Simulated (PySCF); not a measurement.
A GIAO shielding run with PySCF 2.14.0 with density-fitted response routines (density fitting, non-relativistic, gas phase) on SMILES C[Si](C)(C)C, C₄H₁₂Si:

```
$ OMP_NUM_THREADS=1 python probes_run.py task.json out

{"job": {"kind": "nmr", "xc": "KT2", "basis": "6-31++G**", "pop": false}, "charge": 0, "multiplicity": 1}
C     -0.406572    -1.213421    -1.419378
Si    -0.001168    -0.000673    -0.001754
C      0.008130     1.785545    -0.675355
C     -1.319794    -0.154927     1.370252
C      1.716091    -0.415535     0.721562
H     -1.379676    -1.003559    -1.853159
H     -0.418731    -2.241638    -1.070248
H      0.327027    -1.147965    -2.217335
H      0.242457     2.501867     0.106393
H     -0.958122     2.057909    -1.089187
H      0.746490     1.907664    -1.462097
H     -2.312057     0.075313     0.994143
H     -1.350945    -1.160472     1.779082
H     -1.116988     0.525824     2.191677
H      1.746276    -1.426357     1.117085
H      2.493128    -0.336762    -0.032799
H      1.977455     0.259220     1.531210
```

Hardware: 1 thread of an Intel Xeon, shared host.

Problem. How large is the calculation?

Solution. 50 electrons, 166 basis functions and 712 auxiliary functions.

Problem. How long does it take, and how much memory does it need?

Solution. 24 s of wall time, with 12 SCF cycles; peak memory 0.8 GiB. Times on a shared host scatter by some tens of per cent.

Problem. And these other runs on the same molecule and hardware: GIAO shielding at B3LYP/6-31++G**; GIAO shielding at B97-2/6-31++G**; GIAO shielding at B97-D/6-31++G**; GIAO shielding at BHandHLYP/6-31++G**; GIAO shielding at BLYP/6-31++G**; GIAO shielding at BP86/6-31++G**?

Solution. B3LYP/6-31++G**: 166 functions, 17 s; B97-2/6-31++G**: 166 functions, 18 s; B97-D/6-31++G**: 166 functions, 22 s; BHandHLYP/6-31++G**: 166 functions, 17 s; BLYP/6-31++G**: 166 functions, 25 s; BP86/6-31++G**: 166 functions, 25 s.
